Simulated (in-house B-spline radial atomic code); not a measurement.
Settings and results of a run for Al⁴⁺ (an excited or competing configuration). Computed with a B-spline radial code for spherical atoms: scalar-relativistic (X2C) PBE0, spin-polarised, spherical fractional occupations, exact exchange averaged over the configuration, Fermi nucleus of rms radius 3.061 fm.

Command:
```bash
python run_scf.py task.json out
```
Settings (nuclear radius in fm, mass in u):
```
Z                13
configuration    [He] 2s1 2p5 3s1
hamiltonian      x2c
method           pbe0
spin_polarised   True
nucleus          fermi
rms_radius       3.061
atomic_mass      26.98154
speed_of_light   137.035999084
exact_exchange   averaged over the configuration
```

Output (hartree, bohr):
```
 radial grid: 68 intervals, B-splines of order 8, outer radius 14.6809 bohr

 iter        energy (Eh)    residual
    1        -226.101362    6.08e-01
    2        -230.958717    1.99e-01
    3        -231.421916    7.06e-02
    4        -231.486001    2.40e-02
    5        -231.494279    8.10e-03
    6        -231.495189    3.50e-04
    7        -231.495189    2.09e-05
    8        -231.495189    2.76e-07
    9        -231.495189    2.52e-08

 total energy                      -231.49519
 kinetic                             232.0914
 electron-nucleus                   -526.8922
 Hartree                              78.9649
 exact exchange                       -3.6777
 exchange-correlation                -11.9816

 orbital      occ     eigenvalue          <r>       <r^2>       <1/r>     <1/r^3>       <r^4>       r_max
 1s up      1.000       -60.2498     0.119839   0.0193573     12.6936           -  0.00097362     0.07814
 1s down    1.000       -60.0745     0.119809   0.0193371     12.6917           - 0.000969191     0.07818
 2s up      1.000        -7.5071     0.584754    0.404973     2.50776           -    0.291426      0.4796
 2p up      3.000        -6.0808     0.542578    0.364775     2.39221     42.2545    0.277576      0.4074
 2p down    2.000        -5.7532     0.548849    0.374625     2.37563      41.917    0.295675      0.4081
 3s up      1.000        -2.0799      1.71877      3.3528     0.80828           -     16.8609       1.555
```

Time taken, with all properties: 0.11 s on 1 thread of AMD EPYC 9R45 96-Core Processor, with other jobs on the host.
